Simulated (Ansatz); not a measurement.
```yaml
crystal:
  periodic: [false, false, false]
  atoms:
    - {symbol: Ca, position_ang: [-5.125517, -2.115012, 1.427165]}
    - {symbol: Ca, position_ang: [-1.430483, -2.112326, 1.845905]}
    - {symbol: Ca, position_ang: [-6.501793, 0.711524, -0.535451]}
    - {symbol: Ca, position_ang: [-3.366108, 1.570019, 1.571122]}
    - {symbol: Ca, position_ang: [-3.997723, 2.929822, -2.143139]}
    - {symbol: Ca, position_ang: [-2.888352, -4.391432, -0.711102]}
    - {symbol: Ca, position_ang: [0.270293, -2.296100, -1.604513]}
    - {symbol: Ca, position_ang: [-3.067264, -0.606338, -1.359413]}
    - {symbol: Ca, position_ang: [-0.343686, 1.817519, -2.928888]}
    - {symbol: Ca, position_ang: [-1.406280, 4.400208, -0.143040]}
    - {symbol: Ca, position_ang: [0.694896, -5.218482, 0.681333]}
    - {symbol: Ca, position_ang: [2.361009, -1.995815, 1.626528]}
    - {symbol: Ca, position_ang: [0.092084, 0.901918, 0.432870]}
    - {symbol: Ca, position_ang: [3.517176, 1.523803, 2.082682]}
    - {symbol: Ca, position_ang: [0.222283, 3.296767, 3.053472]}
    - {symbol: Ca, position_ang: [3.783773, -3.801354, -1.213876]}
    - {symbol: Ca, position_ang: [5.892095, -1.107482, 0.623749]}
    - {symbol: Ca, position_ang: [3.151341, 0.120500, -1.515534]}
    - {symbol: Ca, position_ang: [5.893790, 2.563871, -0.628025]}
    - {symbol: Ca, position_ang: [2.231766, 3.757789, -0.538445]}
basis:
  gaussian: {orbitals: cc-pVDZ, fitting: {mean_field: def2-universal-jkfit}}
hamiltonian: {xc: {name: PBE0-DH}}
scf: {lower_state_search: light}
```

```sh
$ ansatz run in.yaml --threads 2 --pin off --events-out ev --progress --plain --max-ram 32768MiB --backend cuda --devices 0, --max-vram 18GiB
```

Output, abridged:

```
Functional definition: PBE0-DH
3200 factors; integrals over basis functions are off by at most 6.1e-2 eV
mean field evaluation 1: about -368623.5875 eV, gradient 6.0e1 eV
mean field evaluation 2: about -368623.5878 eV, gradient 6.0e1 eV
mean field evaluation 4: about -368631.2101 eV, gradient 3.4e1 eV
mean field evaluation 8: about -368637.9879 eV, gradient 1.2e1 eV
mean field evaluation 16: about -368638.8777 eV, gradient 2.1e-1 eV
mean field evaluation 32: about -368638.3008 eV, gradient 6.0e0 eV
mean field evaluation 64: about -368638.8815 eV, gradient 2.6e-1 eV
mean field -368638.89820920 eV, -13547.2296367683 hartree, gradient 3.1e-6 eV, S^2 0.000000; 9 other end points of the search recorded, 0 dependent functions left out; unrestricted orbitals would lower it
100 core orbitals not correlated: weight in the atoms' cores, before any rotation towards them, 1.000 or more for the frozen orbitals, at most 0.000 for the correlated occupied ones
reference -368638.89823957 eV, -13547.2296378846 hartree; 100, 100 occupied and 340, 340 virtual orbitals, 3200 factors
second order -108.87849732 eV of doubles, -0.00000000 eV of singles
Total energy: -368652.50805174 eV, -13547.7297892566 hartree
```

Hardware: 2 threads of AMD EPYC 7R13 on a shared host and a share (18 GiB) of an NVIDIA H100 80GB HBM3. Wall time 2.1 min, peak host memory 4.6 GiB.

Correlated methods freeze 100 core orbitals; core or outer-core shells of Ca are correlated, in sets that lack core-valence functions. The restricted singlet is unstable: a solution with broken spin symmetry lies lower.
